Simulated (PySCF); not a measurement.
## Two-component Hartree-Fock for I⁴⁸⁺ (iodine, charge +48)

Start: [He] 2s2 2p1; 2p1/2 filled at m_j = +1/2. Calculated with PySCF 2.14 in an uncontracted even-tempered set (17 s from 27 bohr⁻², ratio 2.4; 12 p from 36 bohr⁻², ratio 2.4; 5 d from 120 bohr⁻², ratio 2.6; 4 f from 170 bohr⁻², ratio 2.6): generalised Hartree-Fock with the X2C-1e Hamiltonian and a Gaussian nucleus; one run each with spin-orbit coupling (SO) switched off, then screened by Boettger's factors.

```
spinor shell  electrons  ε, spin-free (eV)  ε, screened SO (eV)  weight of nominal j (screened SO)  rms radius, screened SO (bohr)
       1s1/2          2           -37850.3             -37839.3                              1.000                          0.0310
       2s1/2          2            -8991.6              -8988.2                              1.000                           0.120
       2p1/2          1            -8642.4              -8875.0                              1.000                           0.102
```

```json
{"quantity": "E (hartree)", "spin-free": "-3888.85902", "screened SO": "-3897.40659"}
{"quantity": "M_J", "spin-free": "1/2", "screened SO": "1/2"}
{"quantity": "⟨J²⟩", "spin-free": "1.112", "screened SO": "0.750"}
{"quantity": "⟨L²⟩", "spin-free": "2.000", "screened SO": "2.000"}
{"quantity": "⟨S²⟩", "spin-free": "0.750", "screened SO": "0.750"}
```

Each row is a mean over spinors that exchange with the open shell spreads, by up to 14.315 eV (2s1/2).

Breit and QED terms are absent; they matter most for the inner s and p1/2 levels.

Densities and radii are taken from the X2C orbitals without a picture-change correction, which distorts them close to the nucleus.

Without spin-orbit coupling the j labels of p, d and f shells carry no meaning; the spin-free column gives the mean over the occupied spinors of each nl shell, and its ⟨J²⟩ belongs to a mixture of degenerate components.
